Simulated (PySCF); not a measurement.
# PySCF run on InB⁻

File input.py (PySCF 2.14):

```python
from pyscf import gto, dft

mol = gto.M(
    atom='In 0 0 0; B 0 0 2.075',
    basis='def2-svp',
    ecp={'In': 'def2-svp'},
    charge=-1,
    spin=1,
    verbose=4,
)
mf = dft.ROKS(mol, xc='tpssh')
mf.kernel()
g = mf.nuc_grad_method()
g.grid_response = True
g.kernel()
mf.dip_moment()
print('orbital energies (hartree):', mf.mo_energy[..., max(0, mol.nelec[1]-3):mol.nelec[0]+3].round(4))
```

```bash
$ OMP_NUM_THREADS=1 python input.py
```

It prints (some set-up lines and the per-cycle HOMO/LUMO lines with their warnings removed):

```
PySCF version 2.14.0

[INPUT] verbose = 4
[INPUT] num. atoms = 2
[INPUT] num. electrons = 27
[INPUT] charge = -1
[INPUT] spin (= nelec alpha-beta = 2S) = 1
[INPUT] symmetry False subgroup None
[INPUT] Mole.unit = angstrom
[INPUT] Symbol           X                Y                Z      unit          X                Y                Z       unit  Magmom
[INPUT]  1 In     0.000000000000   0.000000000000   0.000000000000 AA    0.000000000000   0.000000000000   0.000000000000 Bohr   0.0
[INPUT]  2 B      0.000000000000   0.000000000000   2.075000000000 AA    0.000000000000   0.000000000000   3.921181708473 Bohr   0.0

nuclear repulsion = 26.7776419983614
number of shells = 16
number of NR pGTOs = 85
number of NR cGTOs = 40
basis = def2-svp
ecp = {'In': 'def2-svp'}

******** <class 'pyscf.dft.roks.ROKS'> ********
method = ROKS
initial guess = minao
damping factor = 0
level_shift factor = 0
DIIS = <class 'pyscf.scf.diis.CDIIS'>
diis_start_cycle = 1
diis_space = 8
diis_damp = 0
SCF conv_tol = 1e-09
SCF conv_tol_grad = None
SCF max_cycles = 50
direct_scf = True
direct_scf_tol = 1e-13
num. doubly occ = 13  num. singly occ = 1
XC library pyscf.dft.libxc version 7.0.0
    S. Lehtola, C. Steigemann, M. J.T. Oliveira, and M. A.L. Marques.,  SoftwareX 7, 1–5 (2018)
XC functionals = tpssh
    V. N. Staroverov, G. E. Scuseria, J. Tao, and J. P. Perdew.,  J. Chem. Phys. 119, 12129 (2003)
radial grids:
    Treutler-Ahlrichs [JCP 102, 346 (1995); DOI:10.1063/1.469408] (M4) radial grids

becke partition: Becke, JCP 88, 2547 (1988); DOI:10.1063/1.454033
pruning grids: <function nwchem_prune>
grids dens level: 3
symmetrized grids: False
atomic radii adjust function: <function treutler_atomic_radii_adjust>
small_rho_cutoff = 0
Set gradient conv threshold to 3.16228e-05
tot grids = 35920
init E= -193.9410045731
cycle= 1 E= -213.128512285596  delta_E= -19.2  |g|= 2.08  |ddm|= 8.78
cycle= 2 E= -176.294124223328  delta_E= 36.8  |g|= 8.31  |ddm|= 9.31

cycle= 3 E= -214.175559583051  delta_E= -37.9  |g|= 0.467  |ddm|= 8.57
cycle= 4 E= -214.00815415093  delta_E= 0.167  |g|= 0.91  |ddm|= 2.19
cycle= 5 E= -214.737818177342  delta_E= -0.73  |g|= 0.177  |ddm|= 1.41
cycle= 6 E= -214.747440631186  delta_E= -0.00962  |g|= 0.117  |ddm|= 0.211
cycle= 7 E= -214.754718798643  delta_E= -0.00728  |g|= 0.0427  |ddm|= 0.12
cycle= 8 E= -214.755742013294  delta_E= -0.00102  |g|= 0.00647  |ddm|= 0.0409
cycle= 9 E= -214.75576157591  delta_E= -1.96e-05  |g|= 0.00376  |ddm|= 0.0125
cycle= 10 E= -214.755768392573  delta_E= -6.82e-06  |g|= 0.00176  |ddm|= 0.005
cycle= 11 E= -214.755770175645  delta_E= -1.78e-06  |g|= 0.000348  |ddm|= 0.00162
cycle= 12 E= -214.755770246719  delta_E= -7.11e-08  |g|= 2.24e-05  |ddm|= 0.000391
cycle= 13 E= -214.755770246962  delta_E= -2.44e-10  |g|= 3.2e-06  |ddm|= 4.15e-05
Extra cycle  E= -214.755770246872  delta_E= 9.07e-11  |g|= 1.33e-05  |ddm|= 2.04e-05
converged SCF energy = -214.755770246872

******** <class 'pyscf.grad.roks.Gradients'> for <class 'pyscf.dft.roks.ROKS'> ********
unit = Eh/Bohr
grid_response = True
--------------- ROKS gradients ---------------
         x                y                z
0 In     0.0000000000     0.0000000000     0.0192574709
1 B    -0.0000000000    -0.0000000000    -0.0192574709
----------------------------------------------

WARN: System has nonzero charge -1; the dipole moment is origin-dependent.
Location of origin: [0. 0. 0.]

Dipole moment(X, Y, Z, Debye): -0.00000,  0.00000, -4.98546
orbital energies (hartree): [-0.2043 -0.0586  0.0473  0.0566  0.074   0.1591  0.1611]
```

In short: E(SCF) = -214.755770 Eh, 13 cycles, gradient on the second atom -0.0193 Eh/bohr.

Hardware: Intel Xeon 6975P-C, 1 thread, shared host. Wall time 4.6 s, peak memory 0.25 GiB.

The basis has no diffuse functions, which an anion needs. The bond length is a typed value, not an optimised one. The dipole of an ion depends on the origin. No search for the lowest solution was made.
